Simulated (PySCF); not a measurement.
Species: C7H3O3 (charge -1).
Atom-mapped SMILES: `[CH:1]#[C:2][c:3]1[cH:4][o:5][c:6]([C:7](=[O:8])[O-:9])[cH:10]1` (hydrogens: H11 on C1; H12 on C4; H13 on C10)

Structure used (GFN2-xTB), in Å, numbered top down from 1:
```xyz
13
C7H3O3 angstrom
C      3.3302    0.9052    0.1663
C      2.2240    0.4564    0.0276
C      0.9115   -0.0244   -0.1097
C      0.5037   -1.1796   -0.7283
O     -0.8266   -1.3051   -0.6608
C     -1.3140   -0.2329    0.0037
C     -2.8457   -0.0635    0.2605
O     -3.5671   -0.9621   -0.1777
O     -3.1297    0.9682    0.8798
C     -0.2835    0.5891    0.3662
H      4.2998    1.2883    0.2822
H      1.0589   -1.9512   -1.2294
H     -0.3658    1.5121    0.9021
```

PySCF closed-shell single points with density fitting, gas phase. The input was altered on purpose; the results of an altered input aren't properties of the species above.

What comes out at PBE/pcSseg-1 with: start guess random, at most 72 cycles, all coordinates scaled by 0.9?

E = -493.2649 Eh; HOMO 0.52 eV, LUMO 3.40 eV (gap 2.88 eV), in 24 cycles. The distance C1···C2 goes from 1.202 to 1.082 Å, the nuclear repulsion from 448.66 to 498.51 Eh (it goes as one over the scale factor). The HOMO energy is positive; such an orbital is held in place by the finite basis.

Coordinates of the altered input:
```
atom  x, y, z in Å
C1     2.9972    0.8147    0.1496
C2     2.0016    0.4107    0.0248
C3     0.8204   -0.0220   -0.0988
C4     0.4533   -1.0616   -0.6555
O5    -0.7440   -1.1746   -0.5948
C6    -1.1826   -0.2096    0.0033
C7    -2.5611   -0.0572    0.2344
O8    -3.2104   -0.8659   -0.1599
O9    -2.8167    0.8714    0.7918
C10   -0.2552    0.5302    0.3296
H11    3.8698    1.1595    0.2540
H12    0.9530   -1.7561   -1.1065
H13   -0.3292    1.3609    0.8119
```

The SCF part of the output:
```
final grid: 128200 points
cycle   1  E = -400.9383863916  dE = -2.966e+02  |g| = 1.914e+01  |ddm| = 3.066e+03
cycle   2  E = -119.2734214017  dE =  2.817e+02  |g| = 2.916e+01  |ddm| = 3.751e+02
cycle   3  E = -415.1841300660  dE = -2.959e+02  |g| = 1.325e+01  |ddm| = 4.653e+02
cycle   4  E = -386.0014975849  dE =  2.918e+01  |g| = 1.473e+01  |ddm| = 5.033e+02
cycle   5  E = -481.1121566523  dE = -9.511e+01  |g| = 6.742e+00  |ddm| = 3.482e+02
cycle   6  E = -484.9753859866  dE = -3.863e+00  |g| = 5.035e+00  |ddm| = 1.037e+01
cycle   7  E = -481.1436359715  dE =  3.832e+00  |g| = 4.318e+00  |ddm| = 7.418e+01
cycle   8  E = -485.4128539554  dE = -4.269e+00  |g| = 3.813e+00  |ddm| = 8.599e+01
cycle   9  E = -492.9061412404  dE = -7.493e+00  |g| = 1.310e+00  |ddm| = 4.955e+01
cycle  10  E = -492.8811026306  dE =  2.504e-02  |g| = 1.180e+00  |ddm| = 2.559e+00
cycle  11  E = -493.0957458904  dE = -2.146e-01  |g| = 7.287e-01  |ddm| = 1.246e+00
cycle  12  E = -493.2145659235  dE = -1.188e-01  |g| = 4.281e-01  |ddm| = 6.745e-01
cycle  13  E = -493.2356419397  dE = -2.108e-02  |g| = 3.159e-01  |ddm| = 5.676e-01
cycle  14  E = -493.2614523713  dE = -2.581e-02  |g| = 1.271e-01  |ddm| = 7.114e-01
cycle  15  E = -493.2639241284  dE = -2.472e-03  |g| = 6.602e-02  |ddm| = 2.756e-01
cycle  16  E = -493.2647758704  dE = -8.517e-04  |g| = 2.094e-02  |ddm| = 9.400e-02
cycle  17  E = -493.2648667833  dE = -9.091e-05  |g| = 6.743e-03  |ddm| = 2.854e-02
cycle  18  E = -493.2648759006  dE = -9.117e-06  |g| = 1.842e-03  |ddm| = 1.057e-02
cycle  19  E = -493.2648761218  dE = -2.212e-07  |g| = 1.510e-03  |ddm| = 5.033e-03
cycle  20  E = -493.2648764833  dE = -3.614e-07  |g| = 5.896e-04  |ddm| = 2.642e-03
cycle  21  E = -493.2648765601  dE = -7.682e-08  |g| = 8.932e-05  |ddm| = 6.646e-04
cycle  22  E = -493.2648765606  dE = -4.973e-10  |g| = 7.482e-05  |ddm| = 2.663e-04
cycle  23  E = -493.2648765617  dE = -1.102e-09  |g| = 2.253e-05  |ddm| = 8.360e-05
cycle  24  E = -493.2648765617  dE = -1.660e-11  |g| = 2.356e-05  |ddm| = 6.073e-05
converged SCF energy = -493.2648765617
```
